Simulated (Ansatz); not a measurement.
Mulliken charges of BrHOZn, SMILES `[OH][Zn][Br]` from B3LYP/def2-TZVPP in Ansatz (PBE0-D4/def2-TZVP geometry).

| atom | x (Å) | y (Å) | z (Å) | charge (e) |
| --- | --- | --- | --- | --- |
| O1 | -0.886 | 0.917 | -0.375 | -0.488 |
| Zn2 | 0.386 | -0.140 | 0.252 | 0.557 |
| Br3 | 2.029 | -1.354 | 1.123 | -0.261 |
| H4 | -1.473 | 0.518 | -1.020 | 0.192 |

Problem. By hand: the dipole of these point charges (1 e Å = 4.8032 D).

Solution. Σ q r = (-0.165, -0.073, -0.166) e Å, of length 0.245 e Å = 1.18 D.

Problem. How does the dipole of the full density compare? (Estimate.)

Solution. Ansatz gave: (-0.190, -0.133, -0.210) e Å, 1.50 D; the point charges give 0.79 times that, at 8° from its direction.

Point charges leave out the atoms' own dipoles, such as those of lone pairs, and Mulliken's split depends on the basis, so the two needn't agree.

B3LYP here is the variant with VWN-RPA as its local correlation; programs differ in this.
